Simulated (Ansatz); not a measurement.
Consider the ligand exchange at the Si–O bond: `N[SiH2][O][GeH3]` + `SS` → `N[SiH2]SS` + `[OH][GeH3]`.

Calculated with Ansatz (gas phase, PBE0-D4/def2-TZVP geometries, no zero-point term in ΔE). CBS: MP2 limit from def2 TZ/QZ plus the TZ coupled-cluster correction, frozen cores. This one scheme is used for every species. For Ge outer-core shells are correlated without core-valence functions, which leaves a few kJ/mol of doubt a bond. Scalar relativity is left out up to krypton. One conformer a species, not always the lowest.

`N[SiH2][O][GeH3]`:

Cartesian coordinates in Å:
```
N -1.887 0.382 -1.453
Si -0.395 -0.247 -0.919
O 0.046 0.267 0.572
Ge 1.437 -0.012 1.634
H -1.965 1.343 -1.743
H -2.754 0.048 -1.065
H -0.526 -1.728 -0.893
H 0.640 0.183 -1.897
H 1.168 0.816 2.896
H 1.522 -1.514 1.956
H 2.713 0.461 0.915
```

`SS`:

Cartesian coordinates in Å:
```
S -0.027 0.810 -0.780
S -0.797 -0.716 0.344
H 0.597 1.489 0.201
H 0.227 -1.584 0.235
```

`N[SiH2]SS`:

Z-matrix (Å, degrees):
```
Si
S 1 2.157
N 1 1.706 2 116.7
H 1 1.485 2 102.9 3 -119.7
H 1 1.480 2 107.7 3 120.5
S 2 2.065 1 96.9 3 -62.4
H 3 1.007 1 121.0 2 -66.6
H 3 1.007 1 119.6 2 79.9
H 6 1.346 2 98.1 1 89.8
```

`[OH][GeH3]`:

```xyz
6

O    -0.139    1.051   -0.871
Ge    0.208   -0.337    0.193
H    -1.016    1.414   -0.732
H     1.630   -0.757   -0.185
H    -0.804   -1.468   -0.074
H     0.121    0.098    1.668
```

```json
{"level": "CCSD(T)/def2-TZVPP", "ΔE (eV)": "0.57"}
{"level": "SCS-MP2/def2-QZVPP", "ΔE (eV)": "0.57"}
```

What does CCSD(T)/CBS give? (Best estimate.)

The calculation gave: +0.53 eV. The listed levels differ from it by 0.04, 0.04 eV.

Largest T1 diagnostic among the species: 0.012.

In def2-TZVPP, CCSD(T) changes the Hartree–Fock value by −0.20 eV (the triples alone add −0.04 eV) and MP2 by −0.25 eV. The D4 term adds −0.05 eV with B3LYP and −0.03 eV with PBE0; it sums over pairs of atoms, weighted by their polarisabilities, and B3LYP, whose exchange is more repulsive, gets the larger term. From PBE to PBE0 (25 % exact exchange), in def2-TZVPP and without D4, ΔE moves by +0.06 eV.

B3LYP here is the variant with VWN-RPA as its local correlation; programs differ in this.
